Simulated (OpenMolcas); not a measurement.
Se²⁺: effect of the active space

```
Program             : OpenMolcas 26.06
Method              : SS-CASPT2 or its RAS form, IPEA 0.25 Eh, imaginary shift 0.1 Eh
Basis               : ANO-RCC-VQZP
Scalar Hamiltonian  : DKH2, point nucleus
Spin-orbit coupling : state interaction with AMFI integrals over the reference wave functions, term energies averaged over their components
```

A. 2 electrons in 3 orbitals (4p); 2S+1 = 3 even, 3 roots; 2S+1 = 1 even, 6 roots; closed shells correlated: 3d 4s; CASPT2 step of the order of 1.6 core-seconds
B. 4 electrons in 4 orbitals (4s 4p); 2S+1 = 3 even, 6 roots; 2S+1 = 1 even, 11 roots; 2S+1 = 5 odd, 1 root; 2S+1 = 3 odd, 9 roots; 2S+1 = 1 odd, 8 roots; closed shells correlated: 3d; CASPT2 step of the order of 7 core-seconds
C. 4 electrons in 8 orbitals (4s 4p 5s 5p); 2S+1 = 3 even, 3 roots; 2S+1 = 1 even, 9 roots; 2S+1 = 5 odd, 1 root; 2S+1 = 3 odd, 9 roots; 2S+1 = 1 odd, 8 roots; closed shells correlated: 3d; CASPT2 step about 16 core-seconds
D. 2 electrons in 9 orbitals (RAS2 4p; RAS3 4d 5s, at most 1 electron); 2S+1 = 3 even, 3 roots; 2S+1 = 1 even, 6 roots; 2S+1 = 3 odd, 18 roots; 2S+1 = 1 odd, 18 roots; closed shells correlated: 3d 4s; CASPT2 step of the order of 29 core-seconds
E. 4 electrons in 9 orbitals (RAS2 4s 4p; RAS3 4d, at most 2 electrons); 2S+1 = 3 even, 6 roots; 2S+1 = 1 even, 12 roots; 2S+1 = 5 odd, 1 root; 2S+1 = 3 odd, 8 roots; 2S+1 = 1 odd, 8 roots; closed shells correlated: 3d; CASPT2 step about 29 core-seconds

Energies in cm⁻¹ above 4s² 4p² ³P₀, the measured ground level; measured values from Moore, Atomic Energy Levels, vol. II, NSRDS-NBS 35 (1971 reprint of NBS Circular 467, 1952).

```tsv
Level	A	B	C	D	E	Measured
4s² 4p² ³P₀	0.0	0.0	0.0	0.0	0.0	0.0
4s² 4p² ³P₁	1521	1529	1474	1475	1503	1741
4s² 4p² ³P₂	3520	3490	3410	3480	3490	3937
4s² 4p² ¹D₂	12690	12360	12710	12770	12920	13032
4s² 4p² ¹S₀	28060	26850	27300	31910	28160
```

Deviations, from unrounded energies. A percentage is the sum of absolute deviations over the sum of measured energies, with the sign that they share, or ± where signs differ.

```csv
Against measurement,Levels,A,B,C,D,E
mean absolute deviation (cm-1),3,320,440,370,330,260
fine structure of the ground term (%),2,-11.2,-11.6,-14.1,-12.7,-12.0
other terms of the ground configuration (%),1,-2.6,-5.2,-2.5,-2.0,-0.8
```

E lies closest to measurement on these levels and B furthest from it. The largest miss of E in the table is 4s² 4p² ³P₂, by -450 cm-1. The ranking rests on the paired levels alone, and a cruder setting can come out closer through cancelling errors.

Among A to E the level of the table that moves most is 4s² 4p² ¹S₀, by 5100 cm-1 (lowest in B, highest in D). Moves below CASPT2's spread within the term are not significant.

CASPT2 breaks the degeneracy within a term, and the mean is taken; among the terms shown or strongly mixed into the levels shown the widest spread is 100 cm-1 (4s² 4p² ¹D, A). Over all roots computed the reference weight is 0.86 to 0.98 in B, 0.84 to 0.98 in C, 0.90 to 0.97 in D; the roots of lowest weight are the least certain, and an intruder state may touch them. With the s shell closed, the reference lacks s² → p² mixing (holds for A; D). The run also gave levels led by 4s² 4p 5p, which use shells meant for correlation; these and all levels above them are left out (holds for C). The run also gave levels led by 4s 4p² 4d, 4s² 4p 4d, which use shells meant for correlation; these and all levels above them are left out (holds for E). Measured partners are found by configuration, term and J. A level has none where our copy of the source lacks it or the pairing is in doubt (some pairs that miss far off the trend of their configuration count as doubtful), and it then counts in no deviation. Only configurations of the active space appear. The table leaves out levels that lie high or whose names do not pair safely across all columns.
